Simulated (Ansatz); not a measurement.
```yaml
crystal:
  periodic: [false, false, false]
  atoms:
    - {symbol: O, position_ang: [-1.153549, 2.157706, 0.284573]}
    - {symbol: C, position_ang: [-0.479019, 1.002804, 0.459422]}
    - {symbol: N, position_ang: [-0.273864, 0.176449, -0.463856]}
    - {symbol: Si, position_ang: [0.650001, -1.307616, -0.375133]}
    - {symbol: H, position_ang: [-1.414495, 2.122951, -0.591165]}
    - {symbol: H, position_ang: [0.026373, 0.983340, 1.443884]}
    - {symbol: H, position_ang: [1.173327, -1.487649, 1.016467]}
    - {symbol: H, position_ang: [-0.290608, -2.480722, -0.564037]}
    - {symbol: H, position_ang: [1.725472, -1.279342, -1.339571]}
basis:
  gaussian: {orbitals: STO-3G}
magnetization: {spin_polarized: true, initial_magnetization: 0}
hamiltonian: {xc: {name: HF}}
correlation: {method: mp2, frozen_orbitals: {O: 9}}
accuracy: high
output: {forces: true}
```

```sh
$ ansatz run in.yaml --threads 2 --pin off --events-out ev --progress --plain --max-ram 4352MiB
```

Shortened log:

```
Functional definition: HF
Error: "frozen_orbitals" has no count for C
```

Q: Something in this input is off. What?

A: Frozen orbitals are typed for one element alone, and the program wants a count for each. The program refused the input.
